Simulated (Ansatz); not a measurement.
Reaction (hydrogenolysis of a C–C bond): `CC[SiH2]O` + H₂ → `C[SiH2]O` + CH₄

Gas-phase electronic energies from Ansatz, PBE0-D4/def2-TZVP geometries. CCSD(T)/CBS adds triple-zeta CCSD(T) − MP2 to the extrapolated MP2 energy (def2 sets, frozen cores). This one scheme is used for every species. DFT in def2-TZVPP. B3LYP here is the variant with VWN-RPA as its local correlation; programs differ in this. Each species was taken in one conformer, which may not be the lowest.

`CC[SiH2]O`:

Cartesian coordinates in Å:
```
C -0.237 -0.023 1.488
C 0.229 0.828 0.310
Si 0.407 -0.131 -1.283
O -1.015 -0.824 -1.762
H 0.451 -0.851 1.680
H -1.225 -0.453 1.300
H -0.310 0.561 2.408
H -0.467 1.657 0.138
H 1.200 1.288 0.529
H 1.444 -1.189 -1.091
H 0.807 0.768 -2.394
H -1.285 -1.631 -1.323
```

H₂:

```xyz
2

H    -0.123    0.082   -0.343
H     0.123   -0.082    0.343
```

`C[SiH2]O`:

```xyz
9

C    -0.356    1.026    0.444
Si   -0.144   -0.590   -0.460
O     1.429   -1.090   -0.507
H    -1.403    1.342    0.412
H     0.251    1.811   -0.012
H    -0.068    0.937    1.495
H    -0.544   -0.449   -1.881
H    -0.999   -1.624    0.193
H     1.834   -1.365    0.316
```

CH₄:

Z-matrix (Å, degrees):
```
C
H 1 1.090
H 1 1.090 2 109.5
H 1 1.090 2 109.5 3 -120.0
H 1 1.090 2 109.5 3 120.0
```

| level | ΔE (kJ/mol) | difference from CCSD(T)/CBS |
| --- | --- | --- |
| LDA (SPW92) | -75.0 | 4.2 |
| PBE-D4 | -77.3 | 1.9 |
| revPBE-D4 | -71.8 | 7.4 |
| r2SCAN-D4 | -81.7 | -2.5 |
| B97M-V | -88.4 | -9.2 |
| PBE0-D4 | -80.1 | -0.9 |
| B3LYP-D4 | -82.0 | -2.8 |
| r2SCANh-D4 | -82.3 | -3.1 |
| r2SCAN0-D4 | -83.0 | -3.8 |
| BHLYP-D4 | -85.6 | -6.4 |
| CAM-B3LYP-D4 | -84.0 | -4.8 |
| ωB97X-V | -79.9 | -0.7 |
| ωB97M-V | -80.6 | -1.4 |
| B2PLYP | -86.4 | -7.2 |
| PBE-QIDH | -82.1 | -2.9 |
| PBE | -82.9 | -3.7 |
| revPBE | -86.4 | -7.2 |
| BLYP | -90.5 | -11.3 |
| r2SCAN | -83.3 | -4.1 |
| PBE0 | -85.0 | -5.8 |
| B3LYP | -90.9 | -11.7 |
| r2SCANh | -84.0 | -4.8 |
| r2SCAN0 | -84.9 | -5.7 |
| BHLYP | -92.5 | -13.3 |
| CAM-B3LYP | -89.1 | -9.9 |
| LC-ωPBE | -85.0 | -5.8 |
| RPA@PBE/def2-TZVPP | -76.7 | 2.5 |
| HF/def2-SVP | -98.0 | -18.8 |
| MP2/def2-SVP | -76.5 | 2.7 |
| CCSD/def2-SVP | -81.5 | -2.3 |
| CCSD(T)/def2-SVP | -78.3 | 0.9 |
| HF/def2-TZVPP | -98.5 | -19.3 |
| SCS-MP2/def2-TZVPP | -80.2 | -1.0 |
| CCSD/def2-TZVPP | -83.6 | -4.4 |
| HF/def2-QZVPP | -98.4 | -19.2 |
| MP2/def2-QZVPP | -77.0 | 2.2 |
| SCS-MP2/def2-QZVPP | -79.9 | -0.7 |
| HF/CBS(def2) | -98.4 | -19.2 |
| MP2/CBS(def2) | -76.7 | 2.5 |
| CCSD/CBS(def2) | -82.8 | -3.6 |
| CCSD(T)/CBS | -79.2 | 0 |

Largest T1 diagnostic among the species: 0.010.

Leaving LDA and LC-ωPBE aside and taking each functional with its dispersion term where it has one, the values spread over 16.7 kJ/mol, from B97M-V to revPBE-D4. LDA lies +7.9 kJ/mol from PBE without D4. In def2-TZVPP, CCSD(T) changes the Hartree–Fock value by +18.4 kJ/mol (the triples alone add +3.5 kJ/mol) and MP2 by +21.0 kJ/mol.
